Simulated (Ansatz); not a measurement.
Cost and result for the atomization energy of CH₇BrSi₂ (`C[SiH2][SiH2]Br`) (11 atoms, 10 bonds).

```xyz
11

C     0.0608   -1.6886   -0.3072
Si    0.5127   -0.2079    0.7457
Si   -0.5155    1.7217   -0.0840
Br    0.0473    1.9076   -2.2426
H    -1.0149   -1.8742   -0.2761
H     0.5735   -2.5851    0.0483
H     0.3477   -1.5165   -1.3466
H     1.9829    0.0261    0.7394
H     0.0807   -0.4013    2.1596
H    -1.9992    1.6512   -0.0320
H    -0.0761    2.9670    0.5957
```

The species carries charge 0 and has multiplicity 1. Correlated methods include outer-core shells of Br, which these sets cover unevenly. Scalar relativity is left out up to krypton. Geometry: relaxed with PBE0-D4/def2-TZVP. It is one conformer, not always the lowest. Program: Ansatz. All runs use 4 threads of an Arm Neoverse V1 on a shared host. Times are those of one run each, without the atoms' runs, and a repeat can differ threefold. Electronic energies, without spin–orbit coupling; frozen cores. CCSD(T)/CBS adds CCSD(T) − MP2 in def2-TZVPP to the MP2 limit, and its time is that of the two runs behind it. T1 = 0.009. With those shells the extrapolation isn't a true limit. B3LYP takes the VWN-RPA correlation (the form of Gaussian; ORCA's B3LYP/G).

CCSD(T)/CBS is a level of theory with its own doubt, some kJ/mol a heavy atom from the limit and from the frozen cores, so smaller differences don't rank the functionals.

```csv
level,functions,wall time
PBE-D4/def2-TZVPP (with forces),261,3.1 s
PBE0-D4/def2-TZVPP,261,4.3 s
r2SCAN-D4/def2-TZVPP (with forces),261,6 s
B3LYP-D4/def2-TZVPP (with forces),261,6.5 s
B2PLYP/def2-TZVPP,261,7 s
ωB97X-V/def2-TZVPP,261,11 s
ωB97M-V/def2-TZVPP (with forces),261,16 s
MP2/def2-QZVPP,496,29 s
CCSD(T)/def2-TZVPP,261,3.7 min
CCSD(T)/CBS(def2),–,4.2 min
```

**Question.** What atomization energy does each give, and how far from CCSD(T)/CBS? (An estimate is asked.)

**Answer.** Computed: 
```tsv
level	atomization (kcal/mol)	difference from CCSD(T)/CBS	per bond
PBE-D4/def2-TZVPP (with forces)	839.6	-4.5	-0.4
PBE0-D4/def2-TZVPP	837.4	-6.7	-0.7
r2SCAN-D4/def2-TZVPP (with forces)	843.3	-0.8	-0.1
B3LYP-D4/def2-TZVPP (with forces)	839.2	-4.9	-0.5
B2PLYP/def2-TZVPP	828.5	-15.6	-1.6
ωB97X-V/def2-TZVPP	846.6	2.5	0.3
ωB97M-V/def2-TZVPP (with forces)	840.9	-3.2	-0.3
MP2/def2-QZVPP	834.5	-9.6	-1.0
CCSD(T)/def2-TZVPP	821.9	-22.2	-2.2
CCSD(T)/CBS(def2)	844.1	0.0	0.0
```

The D4 term adds +10.1 kcal/mol with B3LYP and +5.3 kcal/mol with PBE0; it sums over pairs of atoms, weighted by their polarisabilities, and B3LYP, whose exchange is more repulsive, gets the larger term. From PBE to PBE0 (25 % exact exchange), in def2-TZVPP and without D4, the atomization energy moves by −1.3 kcal/mol: exact exchange takes away binding that semilocal exchange gives to molecules. In def2-TZVPP, CCSD(T) changes the Hartree–Fock value by +177.1 kcal/mol (the triples alone add +8.4 kcal/mol) and MP2 by +176.6 kcal/mol; breaking electron pairs costs correlation energy, which Hartree–Fock lacks.
